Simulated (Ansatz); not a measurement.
This geometry of BGeH$_{5}$O (8 atoms, charge 0, multiplicity 1) is a first-order saddle point.

Computed with Ansatz 0.2.0, RKS B3LYP/def2-SVP.

```xyz
8
Properties=species:S:1:pos:R:3
B -1.145 0.669 -0.757
Ge 0.612 0.047 0.134
O 0.612 -1.708 0.550
H -2.098 -0.055 -0.889
H -1.220 1.805 -1.157
H 0.882 0.860 1.433
H 1.820 0.246 -0.813
H 0.538 -1.863 1.499
```

Problem. Which two structures does it join? (They come from a converged band through this point; their orientation in space is the band's.)

Solution. No bond is made or broken. The dihedral H6–Ge2–O3–H8 goes from -58 to 76°.

First end point:

```xyz
8
Properties=species:S:1:pos:R:3
B -1.152 0.699 -0.788
Ge 0.532 0.062 0.212
O 0.262 -1.632 0.762
H -2.110 -0.016 -0.931
H -1.184 1.815 -1.242
H 0.838 0.957 1.447
H 1.791 0.107 -0.701
H 1.021 -1.991 1.241
```

Last end point:

```xyz
8
Properties=species:S:1:pos:R:3
B -1.099 0.595 -0.714
Ge 0.700 0.116 0.189
O 0.828 -1.620 0.658
H -2.051 -0.144 -0.683
H -1.221 1.659 -1.270
H 0.893 1.012 1.448
H 1.914 0.316 -0.739
H 0.036 -1.935 1.112
```

Problem. How far does it lie above each of them?

Solution. 0.046 eV above the first and 0.022 eV above the second. This is the barrier of this one path; another mechanism may lie lower.

The run took 98 s on 1 thread of Intel(R) Xeon(R) 6975P-C (Granite Rapids), on a shared host, peak memory 0.19 GiB.
